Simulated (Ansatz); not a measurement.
`C[CH2][AlH][SiH3]` + H₂ → `C[CH2][AlH2]` + SiH₄  (hydrogenolysis of the Al–Si bond)

Program: Ansatz. Geometries: PBE0-D4/def2-TZVP. ΔE: electronic, gas phase. CCSD(T)/CBS is the MP2 limit (def2-TZVPP, def2-QZVPP) plus CCSD(T) − MP2 in def2-TZVPP, frozen cores. This one scheme is used for every species. Functionals use def2-TZVPP. One conformer a species, not always the lowest.

```csv
level,ΔE (eV)
ωB97M-V,-0.20
PBE0,-0.09
MP2/def2-TZVPP,-0.16
HF/CBS(def2),-0.46
```

(1) What does CCSD(T)/CBS give? (Estimate.)

Largest T1 diagnostic among the species: 0.011.

Answers

(1) Ansatz gave: -0.12 eV. The listed levels differ from it by -0.08, 0.03, -0.04, -0.34 eV.

In def2-TZVPP, CCSD(T) changes the Hartree–Fock value by +0.31 eV (the triples alone add +0.05 eV) and MP2 by +0.30 eV. The D4 term adds +0.09 eV with B3LYP and +0.05 eV with PBE0; it sums over pairs of atoms, weighted by their polarisabilities, and B3LYP, whose exchange is more repulsive, gets the larger term. From PBE to PBE0 (25 % exact exchange), in def2-TZVPP and without D4, ΔE moves by −0.06 eV.

B3LYP here is the variant with VWN-RPA as its local correlation; programs differ in this.
